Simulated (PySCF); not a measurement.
# Excitation energy of V⁺ by level of theory

V⁺ [Ar] 3d4 (5D) → V⁺ [Ar] 3d3 4s1 (5F), as a difference of total energies. All numbers are calculated (PySCF 2.14, no relativity, point nucleus, in aug-cc-pVDZ). Correlated levels: valence: [Ar] frozen. The calculations carry no spin-orbit coupling.

| method | excitation energy (eV) | difference from reference (eV) |
| --- | --- | --- |
| UHF | -0.210 | -0.547 |
| MP2 (valence) | 0.250 | -0.087 |
| SCS-MP2 (valence) | -0.057 | -0.394 |
| CCSD (valence) | 0.291 | -0.046 |
| CCSD(T) (valence) | 0.300 | -0.037 |

Reference: 0.337 eV (measured; NIST levels, between the centres of gravity of the two terms).

These non-relativistic numbers lack the scalar-relativistic shift.

Errors of the correlated levels include the incompleteness of this basis and the frozen core.
